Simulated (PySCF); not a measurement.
**Working out the ionisation energy of Ca¹³⁺**

Ca¹³⁺ [He] 2s2 2p3 (4S) → Ca¹⁴⁺ [He] 2s2 2p2 (3P). Computed with PySCF 2.14 in an even-tempered Gaussian basis (18 s from 2.1 bohr⁻², ratio 2.2; 11 p from 2.7 bohr⁻², ratio 2.2; 6 d from 13 bohr⁻², ratio 2.4; 5 f from 19 bohr⁻², ratio 2.4; 5 g from 29 bohr⁻², ratio 2.4), with the non-relativistic Hamiltonian (point nucleus). Frozen: nothing; the 14 highest virtual orbitals dropped. Energies in hartree (1 hartree = 27.21139 eV):

```
             part  Ca¹³⁺ (lower)  Ca¹⁴⁺ (upper)
              UHF    -567.972352    -537.874636
MP2 opposite-spin      -0.152407      -0.160300
    MP2 same-spin      -0.046010      -0.025849
```

Problem. What does Hartree-Fock give?

Solution. (-537.874636) − (-567.972352) = 30.097716 hartree = 819.001 eV.

Problem. What do MP2 and SCS-MP2 (6/5 opposite-spin, 1/3 same-spin) give?

Solution. The opposite-spin parts differ by -0.215 eV and the same-spin parts by 0.549 eV. MP2: 819.001 + (-0.215) + (0.549) = 819.335 eV. SCS-MP2: 819.001 + 1.2 × (-0.215) + (0.549)/3 = 818.926 eV.

A first-order spin-orbit estimate adds -2.846 eV to MP2 (all electrons), giving 816.489 eV against 817.2 ± 0.6 eV (semi-empirical (NIST evaluation); NIST Atomic Spectra Database, ionization energies).

The calculation is non-relativistic.

What remains against the reference includes basis incompleteness and correlation beyond second order.
